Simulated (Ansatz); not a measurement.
Computed with Ansatz on PBE0-D4/def2-TZVP structures; ΔE is electronic, products minus reactants. CCSD(T)/CBS is the MP2 limit (def2-TZVPP, def2-QZVPP) plus CCSD(T) − MP2 in def2-TZVPP, frozen cores. This one scheme is used for every species. Functionals use def2-TZVPP. B3LYP here is the variant with VWN-RPA as its local correlation; programs differ in this. For Se outer-core shells are correlated without core-valence functions, which leaves a few kJ/mol of doubt a bond. Scalar relativity is left out up to krypton. Each species was taken in one conformer, which may not be the lowest.

Reaction (formal exchange of groups at the Se–C bond): `C=C[Se]CO` + `CC` → `C=C[Se]CC` + CH₃OH

`C=C[Se]CO`:

Cartesian coordinates in Å:
```
C -0.726 0.620 2.054
C 0.068 0.114 1.120
Se 0.832 1.126 -0.287
C 0.729 -0.297 -1.634
O -0.517 -0.453 -2.228
H -1.050 1.654 2.038
H -1.066 0.004 2.881
H 0.381 -0.927 1.152
H 1.435 -0.017 -2.415
H 1.084 -1.209 -1.140
H -1.170 -0.617 -1.541
```

`CC`:

Z-matrix (Å, degrees):
```
C
C 1 1.519
H 1 1.093 2 111.4
H 1 1.093 2 111.4 3 120.0
H 1 1.093 2 111.4 3 -120.0
H 2 1.093 1 111.4 3 180.0
H 2 1.093 1 111.4 3 -60.0
H 2 1.093 1 111.4 3 60.0
```

`C=C[Se]CC`:

```xyz
13

C    -0.442    0.723    1.793
C     0.011    1.639    0.946
Se    0.915    1.397   -0.689
C     0.883   -0.546   -0.818
C    -0.456   -1.110   -1.248
H    -0.934    1.030    2.709
H    -0.345   -0.342    1.624
H    -0.114    2.696    1.162
H     1.211   -0.938    0.146
H     1.666   -0.777   -1.543
H    -0.729   -0.750   -2.241
H    -0.416   -2.203   -1.281
H    -1.251   -0.821   -0.560
```

CH₃OH:

```xyz
6

C     0.273   -0.188    0.132
O    -0.366    0.821   -0.617
H     1.346   -0.067   -0.019
H    -0.006   -1.195   -0.201
H     0.068   -0.104    1.206
H    -1.314    0.733   -0.501
```

```json
{"level": "PBE-D4", "ΔE (kJ/mol)": "11.7", "difference from CCSD(T)/CBS": "6.8"}
{"level": "r2SCAN-D4", "ΔE (kJ/mol)": "11.0", "difference from CCSD(T)/CBS": "6.1"}
{"level": "PBE0-D4", "ΔE (kJ/mol)": "8.8", "difference from CCSD(T)/CBS": "3.9"}
{"level": "B3LYP-D4", "ΔE (kJ/mol)": "8.6", "difference from CCSD(T)/CBS": "3.7"}
{"level": "ωB97X-V", "ΔE (kJ/mol)": "7.7", "difference from CCSD(T)/CBS": "2.8"}
{"level": "ωB97M-V", "ΔE (kJ/mol)": "8.5", "difference from CCSD(T)/CBS": "3.6"}
{"level": "B2PLYP", "ΔE (kJ/mol)": "9.8", "difference from CCSD(T)/CBS": "4.9"}
{"level": "PBE", "ΔE (kJ/mol)": "14.9", "difference from CCSD(T)/CBS": "10.0"}
{"level": "r2SCAN", "ΔE (kJ/mol)": "11.9", "difference from CCSD(T)/CBS": "7.0"}
{"level": "PBE0", "ΔE (kJ/mol)": "11.6", "difference from CCSD(T)/CBS": "6.7"}
{"level": "B3LYP", "ΔE (kJ/mol)": "13.6", "difference from CCSD(T)/CBS": "8.7"}
{"level": "HF/def2-TZVPP", "ΔE (kJ/mol)": "9.3", "difference from CCSD(T)/CBS": "4.4"}
{"level": "MP2/def2-TZVPP", "ΔE (kJ/mol)": "3.5", "difference from CCSD(T)/CBS": "-1.4"}
{"level": "SCS-MP2/def2-TZVPP", "ΔE (kJ/mol)": "4.6", "difference from CCSD(T)/CBS": "-0.3"}
{"level": "CCSD/def2-TZVPP", "ΔE (kJ/mol)": "5.3", "difference from CCSD(T)/CBS": "0.4"}
{"level": "CCSD(T)/def2-TZVPP", "ΔE (kJ/mol)": "5.4", "difference from CCSD(T)/CBS": "0.5"}
{"level": "HF/def2-QZVPP", "ΔE (kJ/mol)": "9.0", "difference from CCSD(T)/CBS": "4.1"}
{"level": "MP2/def2-QZVPP", "ΔE (kJ/mol)": "3.1", "difference from CCSD(T)/CBS": "-1.8"}
{"level": "SCS-MP2/def2-QZVPP", "ΔE (kJ/mol)": "4.2", "difference from CCSD(T)/CBS": "-0.7"}
{"level": "HF/CBS(def2)", "ΔE (kJ/mol)": "8.9", "difference from CCSD(T)/CBS": "4.0"}
{"level": "MP2/CBS(def2)", "ΔE (kJ/mol)": "3.0", "difference from CCSD(T)/CBS": "-1.9"}
{"level": "CCSD/CBS(def2)", "ΔE (kJ/mol)": "4.8", "difference from CCSD(T)/CBS": "-0.1"}
{"level": "CCSD(T)/CBS", "ΔE (kJ/mol)": "4.9", "difference from CCSD(T)/CBS": "0"}
```

Largest T1 diagnostic among the species: 0.011.

In def2-TZVPP, CCSD(T) changes the Hartree–Fock value by −3.9 kJ/mol (the triples alone add +0.1 kJ/mol) and MP2 by −5.8 kJ/mol. From PBE to PBE0 (25 % exact exchange), in def2-TZVPP and without D4, ΔE moves by −3.3 kJ/mol. The D4 term adds −5.0 kJ/mol with B3LYP and −2.8 kJ/mol with PBE0; it sums over pairs of atoms, weighted by their polarisabilities, and B3LYP, whose exchange is more repulsive, gets the larger term.
